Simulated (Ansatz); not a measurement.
Two structures, one formula

The two ends of one reaction step of GePH$_{6}$, doublet (PBE0-D4/def2-TZVP).

A:

```
8
angstrom
H -0.9279 -0.6088 1.0203
P -0.8934 2.5339 -0.2848
Ge 0.2895 -1.2816 0.3715
H -1.0416 1.6686 -1.4060
H 0.4863 2.2020 -0.1644
H 0.3857 -2.7375 0.8474
H 1.5642 -0.5267 0.7712
H 0.1371 -1.2499 -1.1551
```

B:

```
8
angstrom
H -1.2310 1.2793 0.7326
P -0.8577 2.2711 -0.2136
Ge 0.3554 -1.6056 0.3685
H -1.0678 1.4042 -1.3182
H 0.5218 1.9472 -0.1229
H 0.4921 -3.0928 0.7460
H 1.5062 -0.7762 0.9659
H 0.2808 -1.4271 -1.1582
```

Computed with Ansatz 0.2.0 (basis: def2-TZVPP); correlated methods freeze the cores; orbitals are unrestricted. Filled d shells of the heavier atoms are correlated. The def2 sets are not built for correlating such inner shells, so the correlated values are less sure here. B3LYP uses VWN-RPA correlation.

Question: Which structure is lower at CCSD(T), and by how much? (An estimate is asked for; the value comes from the calculation.)

Answer: By the calculation: A, by 0.156 eV (electronic energy, against the other). By their contacts, A is a complex of GeH₄ + PH₂ and B is a complex of GeH₃ + PH₃.

Question: Do the other methods give the same order? (A judgement: the text doesn't fix the answer.)

Answer: By the calculation: Not all: SPW92 gives the other order.

```tsv
method	E(B) − E(A) (eV)
SPW92	-0.011
PBE-D4	0.038
BLYP-D4	0.065
r2SCAN-D4	0.098
B97M-V	0.171
PBE0-D4	0.076
B3LYP-D4	0.093
r2SCAN0-D4	0.114
BHLYP-D4	0.147
CAM-B3LYP-D4	0.130
wB97X-V	0.132
wB97M-V	0.041
B2PLYP	0.122
PBE-QIDH	0.115
RPA on PBE	0.180
HF	0.242
MP2	0.117
CCSD	0.173
CCSD(T)	0.156
```

T1 diagnostic: at most 0.013. ⟨S²⟩ of the unrestricted Hartree–Fock references: 0.75 to 0.77 (a pure state has 0.75).

For scale, one of the runs: CCSD(T)/def2-TZVPP, 174 basis functions, launched by `ansatz run in.yaml --threads 4 --pin off --events-out ev --progress --plain --max-ram 9574MiB`. Hardware: 4 CPU threads of an Intel Xeon, shared host. Wall time 110 s; peak host memory 3.7 GiB.
